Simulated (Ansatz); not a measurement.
Two members of one family (AlN nanocrystals, H-capped), computed with Ansatz in the gas phase. The two geometries come from different levels. A negative affinity means that the extra electron isn't bound at that geometry and level; within about 0.2 eV of zero the sign isn't settled. Binding counts from free atoms in the multiplicity of their measured ground term, without zero-point energy. Sets without diffuse functions give affinities that are too small. A dash marks a value that wasn't run or was left out as unsound. The structures are stationary points that may keep the symmetry of their start. Remarks come from the PBE and PBE0 runs and from stability tests at other levels; not every state was tested. A HOMO above zero means that the electron is unbound at that level and held by the basis, or that self-interaction error raises the level; the energy of removing that electron tells which.

First: Al12N12H30, cut from wurtzite (singlet, charge 0, PBE-D4/def2-SVP geometry).

Cartesian coordinates in Å:
```
Al -0.7443 2.1167 -2.9279
N -2.5382 2.4067 -2.0950
Al 1.8158 0.6930 -2.4611
N 3.1775 1.2017 -1.1397
N 0.1402 0.9402 -1.6445
Al 0.3527 1.8022 0.0562
Al -2.8464 1.5095 -0.4005
N -1.4380 2.0418 0.7989
Al 3.0524 0.3553 0.6295
N 1.2950 0.6244 1.2420
Al 1.6151 1.4701 2.9729
Al -1.6829 1.1917 2.5076
N -0.2352 1.7764 3.6620
N 2.0891 -1.2450 -2.6307
Al -0.7770 -0.7382 -1.4934
N -2.5083 -0.3655 -0.6694
Al 1.8644 -2.3160 -0.9999
N 3.2214 -1.5542 0.1996
N 0.1859 -1.8699 -0.2793
Al 0.3992 -1.0598 1.4465
Al -2.7999 -1.3214 0.9758
N -1.3940 -0.6709 2.1165
Al -0.6515 -3.6282 -0.1357
N -2.4483 -3.1996 0.6282
H -0.0578 3.5745 -2.9369
H -1.0547 1.3342 -4.3031
H -2.6853 3.4220 -1.9839
H -3.2624 2.1242 -2.7755
H 2.1101 1.4139 -3.8585
H 3.0326 2.2156 -0.9705
H 4.1318 1.1469 -1.5271
H 1.0997 3.2257 -0.0867
H -4.3234 1.8517 0.1153
H -1.5532 3.0583 0.9566
H 4.2734 0.8218 1.5496
H 2.2317 2.9472 2.7840
H 2.2678 0.4223 4.0090
H -3.0834 1.5121 3.2150
H -0.3414 2.7823 3.8717
H -0.3191 1.3214 4.5846
H 2.9683 -1.4694 -3.1229
H 1.3488 -1.5721 -3.2797
H -0.9746 -1.4409 -2.9321
H -3.2257 -0.7008 -1.3360
H 2.1954 -3.8510 -1.2993
H 4.1793 -1.8011 -0.0932
H 3.1008 -2.0518 1.1038
H 1.1855 -2.0316 2.4678
H -4.2736 -1.1655 1.5829
H -1.4849 -1.1779 3.0144
H -0.9625 -4.2358 -1.5960
H 0.0727 -4.5156 0.9982
H -3.1700 -3.5777 -0.0063
H -2.5711 -3.7442 1.4959
```

| level | HOMO (eV) | LUMO (eV) | gap (eV) | vertical EA (eV) | binding per atom (eV) |
| --- | --- | --- | --- | --- | --- |
| PBE-D4/def2-SVP | -6.00 | -0.98 | 5.02 | -0.37 | 3.74 |
| r2SCAN-D4/def2-SVP | -6.35 | -0.54 | 5.81 | – | 3.71 |
| PBE0-D4/def2-SVP | -7.28 | -0.16 | 7.12 | -0.79 | 3.69 |

Remarks: HOMO above zero (-1 doublet).

Second: Al13N13H30, cut from zinc blende (singlet, charge 0, r2SCAN-D4/def2-SVP geometry).

```xyz
56

Al   -1.833   -1.636    0.003
Al   -2.922    1.234    1.150
Al   -2.307   -1.088    3.159
Al    0.648   -1.438    1.884
Al   -0.451    1.432    3.022
Al   -2.499    0.753   -2.139
Al   -1.488   -2.019   -3.193
Al    1.043   -1.887   -1.178
Al    0.367    0.503   -3.316
Al    0.025    0.868   -0.124
Al    2.638    1.163    1.753
Al    3.031    0.716   -1.297
Al    3.661   -1.607    0.708
N    -2.844   -0.640    1.320
N    -2.449   -1.089   -1.749
N    -3.485    1.602   -0.684
N    -0.028   -0.976    0.139
N    -1.055    1.738    1.209
N    -0.446   -0.449    3.137
N     2.437   -0.699    1.953
N     1.419    1.994    3.031
N    -0.657    1.286   -1.872
N     0.331   -1.332   -2.891
N     2.819   -1.133   -1.007
N     2.199    1.106   -3.020
N     1.840    1.485    0.019
H    -2.036   -3.196    0.205
H    -3.854    2.112    2.088
H    -2.381   -2.656    3.423
H    -3.113   -0.081    4.117
H     0.666   -2.979    2.253
H    -1.192    2.325    4.106
H    -3.136    1.296   -3.487
H    -1.552   -3.599   -3.014
H    -1.994   -1.353   -4.566
H     1.096   -3.468   -1.081
H    -0.049    1.027   -4.756
H     4.046    1.868    1.954
H     4.470    1.387   -1.332
H     3.665   -3.182    0.939
H     5.043   -0.791    0.766
H    -3.798   -1.027    1.281
H    -3.396   -1.483   -1.841
H    -4.470    1.324   -0.770
H    -3.529    2.615   -0.838
H    -1.037    2.758    1.078
H    -0.117   -0.733    4.071
H     2.816   -0.987    2.866
H     1.791    1.825    3.973
H     1.475    3.015    2.952
H    -0.635    2.302   -2.035
H     0.872   -1.855   -3.595
H     3.402   -1.654   -1.677
H     2.788    0.691   -3.752
H     2.273    2.110   -3.222
H     1.888    2.504   -0.124
```

Task: What does the change do? Estimate second minus first.

Result: 
```tsv
level	Δ HOMO (eV)	Δ LUMO (eV)	Δ gap (eV)	Δ vertical EA (eV)	Δ binding per atom (eV)
PBE-D4/def2-SVP	0.09	-0.45	-0.54	0.39	0.07
r2SCAN-D4/def2-SVP	0.10	-0.48	-0.58	–	0.06
PBE0-D4/def2-SVP	0.11	-0.45	-0.56	0.44	0.07
```

Remarks: HOMO above zero (-1 doublet).
